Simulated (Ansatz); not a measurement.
```xyz
14

C     1.269    0.272   -1.193
N     0.324    0.028   -0.099
Si    0.027    1.262    1.055
Cl   -1.790    2.197    0.692
Si   -0.546   -1.448   -0.071
O    -1.843   -1.291    0.900
F     0.300   -2.632    0.566
H     2.300    0.066   -0.892
H     1.035   -0.368   -2.048
H     1.214    1.307   -1.540
H    -0.072    0.729    2.427
H     1.074    2.297    0.914
H    -0.849   -1.860   -1.457
H    -2.444   -0.559    0.745
```

The species carries charge 0 and has multiplicity 1.

Question: List the PBE0/def2-TZVPP orbital energies in eV (Ansatz 0.2.0). (Estimate.)

Answer: Computed: Occupied: -2767.46, -1804.02, -1803.90, -673.72, -523.09, -391.55, -279.44, -259.32, -197.58, -197.47, -197.46, -146.14, -146.11, -100.84, -100.82, -100.81, -100.78, -100.76, -100.73, -33.18, -28.62, -25.09, -23.18, -19.31, -16.48, -15.47, -14.23, -13.59, -13.13, -12.78, -12.47, -12.14, -11.49, -11.11, -10.81, -10.44, -10.40, -9.73, -9.26, -9.07, -7.89. Lowest empty: 0.27, 0.56, 0.72, 1.31, 1.51, 1.83, 2.13, 2.47.
